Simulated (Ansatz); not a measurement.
Relaxation of GaH8NO2Si (13 atoms, charge 0, multiplicity 1), to a largest force component of 0.03 eV/Å in at most 50 steps.

All numbers below come from RKS LDA/def2-SVP in Ansatz.

```xyz
13
Properties=species:S:1:pos:R:3
Ga 0.294 0.639 -0.456
O -0.737 0.192 2.301
H -1.127 -0.146 1.438
O 1.678 -0.274 -1.084
H 1.463 -1.173 -1.398
N -1.346 -0.218 -0.420
H -1.498 -1.111 -0.904
H -2.187 0.367 -0.508
Si 0.429 2.659 0.706
H 1.437 2.559 1.817
H 0.736 3.883 -0.119
H -0.938 2.874 1.321
H -1.050 1.134 2.315
```

Where does it end, and by what steps?

The forces met the threshold. The force dipped under the threshold on the way, but the program's further checks kept it going. After 33 steps the energy has fallen by 1.078 eV; H13 moved furthest, 1.94 Å. Parted: O2–H3 (1.01 → 2.22 Å). Joined: Ga1–O2 (2.98 → 1.82 Å), H3–N6 (1.87 → 1.04 Å).

```csv
step,energy less start (eV),largest force component (eV/Å),accepted
0,0.0000,0.610,yes
2,-0.1721,1.137,yes
4,-0.4058,0.630,yes
6,-0.4878,0.522,yes
8,-0.5333,0.227,yes
10,-0.5386,0.698,yes
12,-0.5627,0.218,yes
14,-0.8426,0.729,yes
16,-0.9317,0.417,yes
18,-1.0334,0.140,yes
20,-1.0528,0.189,yes
22,-1.0535,0.243,yes
24,-1.0598,0.114,yes
26,-1.0619,0.295,yes
28,-1.0696,0.168,yes
30,-1.0759,0.037,yes
32,-1.0773,0.147,yes
33,-1.0779,0.007,yes
```

```xyz
13
Properties=species:S:1:pos:R:3
Ga 0.057 0.574 0.541
O -0.519 -0.374 1.984
H -2.045 -0.599 0.388
O 0.926 -0.467 -0.674
H 1.879 -0.603 -0.538
N -1.644 -0.032 -0.381
H -1.209 -0.657 -1.085
H -2.345 0.590 -0.802
Si 0.430 2.913 0.675
H 1.655 3.244 1.495
H 0.635 3.546 -0.681
H -0.727 3.636 1.324
H 0.062 -0.386 2.763
```

Whether the end is a true minimum wasn't checked by a vibrational analysis.

Time of the run: 24 s on 4 threads of Intel(R) Xeon(R) 6975P-C (Granite Rapids), with other jobs on the host, peak memory 0.21 GiB.
